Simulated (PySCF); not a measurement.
# Krypton: a sound run and one with changed settings

Sound run: Kr⁺ [Ar] 3d10 4s2 4p5, Kr²⁺ [Ar] 3d10 4s2 4p4. Computed with PySCF 2.14 in Sapporo-DKH3-DZP-2012, with scalar relativity by spin-free X2C-1e. In the sound run the correlated levels freeze [Ar] 3d10. The sound run starts from symmetry-adapted Hartree-Fock orbitals and uses a fine grid where one is needed.

Changed run: basis STO-3G, all-electron and non-relativistic. This setting is unsound on purpose.

| species | method | sound run (hartree) | changed run (hartree) | converged |
| --- | --- | --- | --- | --- |
| Kr⁺ | UHF | -2787.62818 | -2722.30230 | yes |
| Kr⁺ | BP86 | -2789.79540 | -2723.80993 | yes |
| Kr⁺ | PBE | -2789.08520 | -2723.15340 | yes |
| Kr⁺ | MP2 | -2787.72815 | -2722.30230 | yes |
| Kr²⁺ | UHF | -2786.77248 | -2721.45462 | yes |
| Kr²⁺ | BP86 | -2788.89467 | -2722.91453 | yes |
| Kr²⁺ | PBE | -2788.18984 | -2722.26234 | yes |
| Kr²⁺ | MP2 | -2786.85048 | -2721.45462 | yes |

Ionisation energy of Kr⁺:

```
 method  sound run (eV)  changed run (eV)
    UHF          23.285            23.067
   BP86          24.510            24.365
    PBE          24.364            24.247
    MP2          23.883            23.067
SCS-MP2          23.853            23.067
```

A minimal basis cannot let orbitals breathe on ionisation and holds almost no correlation. The Hamiltonian changed with the basis, so the totals do not compare.

For comparison, NIST gives 24.360 eV between the lowest levels.
